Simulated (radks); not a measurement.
Task: Excited configurations of I: one electron is placed in a higher orbital outside [Kr] 4d10 5s2 5p4. The ground configuration is [Kr] 4d10 5s2 5p5. All-electron calculation, scalar-relativistic Kohn-Sham, PBE, spin-polarised, spherical densities, finite nucleus; open shells are filled with parallel spins first (spin-orbit coupling, left out, can overturn this in heavy ions); Fermi nuclear charge, rms radius 4.75 fm. Program: a radial shooting solver on a logarithmic mesh with Libxc functionals. Excitation = E - E(ground); binding = E(ion) - E, where the ion is the core of charge +1; n* = 1/sqrt(2 binding) in atomic units, and the quantum defect is n - n*.

outer orbital  excitation (eV)  binding (eV)     n*  quantum defect  eigenvalue (eV)  <r> (bohr)
5d                       8.250         2.302  2.431           2.569           -0.661       6.492
6d                       9.196         1.357  3.167           2.833           -0.749       13.71

Estimate the row for 7d.

Result: excitation (eV) 9.695; binding (eV) 0.858; n* 3.982; quantum defect 3.018; eigenvalue (eV) -0.535; <r> (bohr) 24.00. The Delta-SCF ionisation energy is 10.553 eV (NIST Atomic Spectra Database: 10.451 eV, measured). Self-interaction in the functional shifts the binding energies and quantum defects, so they are the method's values and not measured ones. Open shells are spherical and high-spin; term and fine-structure splittings are not resolved. Spin-orbit splitting is averaged out at the scalar-relativistic level.
